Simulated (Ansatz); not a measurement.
Job for Ansatz (a quantum-chemistry and plane-wave program): R-CCSD(T)/aug-cc-pVTZ on C2H3F (SMILES C=CF).

Ansatz 0.2 input:
```yaml
crystal:
  periodic: [false, false, false]
  atoms:
    - {symbol: C, position_ang: [0.94513541, -0.66954030, 2.70597749]}
    - {symbol: C, position_ang: [-0.32683374, -0.46253166, 2.97042605]}
    - {symbol: F, position_ang: [-1.21886655, -0.13605589, 1.99599222]}
    - {symbol: H, position_ang: [1.33736806, -0.59007785, 1.70078580]}
    - {symbol: H, position_ang: [1.61074754, -0.92413716, 3.51776534]}
    - {symbol: H, position_ang: [-0.81045292, -0.51694379, 3.93574975]}
basis:
  gaussian:
    orbitals: aug-cc-pVTZ
magnetization: {spin_polarized: false}
correlation: {method: ccsd_t, electrons: outside_noble_gas}
scf: {lower_state_search: off}
```

Output:

```
WARN ansatz: RAYON_NUM_THREADS=1 ignored (pool sized by the plan → 1); use --threads N
Functional definition: HF
these checks for a lower state are left out or cut short: stability, starts, cluster_reference, orbital_swaps, neighbouring_geometries, increment
integrals: 0.92 GiB planned
1209 factors; integrals over basis functions are off by at most 7.6e-4 eV
mean field: 0.52 GiB planned
mean field evaluation 1: about -4813.1868 eV, gradient 2.9e1 eV
mean field evaluation 2: about -4813.1879 eV, gradient 2.9e1 eV
mean field evaluation 4: about -4815.1807 eV, gradient 2.9e0 eV
mean field evaluation 8: about -4815.2122 eV, gradient 4.0e-4 eV
mean field -4815.21216591 eV, -176.9557832290 hartree, gradient 1.7e-6 eV, S^2 0.000000; 0 other end points of the search recorded, 0 dependent functions left out
3 core orbitals not correlated
reference -4815.21216591 eV, -176.9557832290 hartree; 9, 9 occupied and 195, 195 virtual orbitals, 1209 factors
second order -15.97575215 eV of doubles, -0.00000000 eV of singles
coupled cluster: 1.24 GiB planned
cycle   1  -16.00414089 eV  change   -2.8e-2 eV  update   8.5e-2
cycle   2  -16.36948192 eV  change   -3.7e-1 eV  update   2.8e-2
cycle   3  -16.46907243 eV  change   -1.0e-1 eV  update   1.4e-2
cycle   4  -16.46123604 eV  change    7.8e-3 eV  update   3.6e-3
cycle   5  -16.45965203 eV  change    1.6e-3 eV  update   1.4e-3
cycle   6  -16.46069479 eV  change   -1.0e-3 eV  update   3.5e-4
cycle   7  -16.46059987 eV  change    9.5e-5 eV  update   1.1e-4
cycle   8  -16.46054691 eV  change    5.3e-5 eV  update   3.5e-5
cycle   9  -16.46054742 eV  change   -5.1e-7 eV  update   1.3e-5
perturbative correction -0.65458239 eV, -0.0240554591 hartree
Total energy: -4832.32729571 eV, -177.5847526484 hartree
Checks for a lower state left out: stability, starts, cluster_reference, orbital_swaps, neighbouring_geometries, increment
```

The run converged.

Cost: about 6 core-minutes (a rough figure).
